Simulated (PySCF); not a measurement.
C2H7ClSi3, SMILES C=C1[SiH2][SiH2][Si@H]1Cl.

Coordinates come from a PBE0-D3(BJ)/def2-SVP optimisation. A frequency run showed that this geometry is not a minimum. The structure was generated by enumeration; whether it is a known compound was not checked.

Level of theory: TDA-PBE0/def2-SVPD (PySCF).

Vertical excitations. Gas-phase values at a fixed geometry.

Computed lowest excited states:
| state | energy (eV) | λ (nm) | f | main pairs |
|---|---|---|---|---|
| S1 | 4.08 | 304 | 0.002 | HOMO→LUMO 93 % |
| S2 | 4.61 | 269 | 0.001 | HOMO−1→LUMO 91 % |
| S3 | 5.31 | 233 | 0.011 | HOMO−3→LUMO 96 % |
| S4 | 5.80 | 214 | 0.153 | HOMO−2→LUMO 87 % |
| S5 | 5.94 | 209 | 0.133 | HOMO→LUMO+1 86 % |
| S6 | 6.17 | 201 | 0.003 | HOMO−4→LUMO 96 % |
| S7 | 6.42 | 193 | 0.013 | HOMO→LUMO+3 49 %, HOMO→LUMO+2 39 % |
| S8 | 6.47 | 192 | 0.010 | HOMO−5→LUMO 49 %, HOMO→LUMO+3 25 %, HOMO→LUMO+2 14 % |
| S9 | 6.53 | 190 | 0.039 | HOMO−1→LUMO+1 77 % |
| S10 | 6.59 | 188 | 0.063 | HOMO−6→LUMO 28 %, HOMO→LUMO+2 24 %, HOMO−5→LUMO 22 %, HOMO→LUMO+3 17 % |
| T1 | 3.54 | 350 | 0 | HOMO−2→LUMO 69 %, HOMO→LUMO 17 % |
| T2 | 3.81 | 325 | 0 | HOMO→LUMO 78 %, HOMO−2→LUMO 17 % |
| T3 | 4.16 | 298 | 0 | HOMO−1→LUMO 93 % |
| T4 | 4.80 | 258 | 0 | HOMO−3→LUMO 93 % |
Triplets are in the Tamm–Dancoff approximation.
